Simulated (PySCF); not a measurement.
isocyanic acid anion (CHNO), SMILES N=C=O (connectivity only; charge and spin as stated), charge -1, multiplicity 2.

Geometry optimised at B3LYP-D3(BJ)/def2-TZVPD. The spin state was assumed, not searched.

Method: PySCF with SMD-M06-2X/def2-SVPD.

Solvation free energies are E(SMD) − E(gas) at the gas-phase geometry, for 1 M in both phases.

```
solvent     ΔG(solv) (kcal/mol)  its non-electrostatic (CDS) part
----------  -------------------  --------------------------------
water                         …                                 …
chloroform                -49.5                               2.4
toluene                   -35.5                               1.1
```

What belongs in the gaps? (Estimate from the structure and the level; the computed values follow.)


- water, ΔG(solv) (kcal/mol): -65.5
- water, its non-electrostatic (CDS) part: 4.5
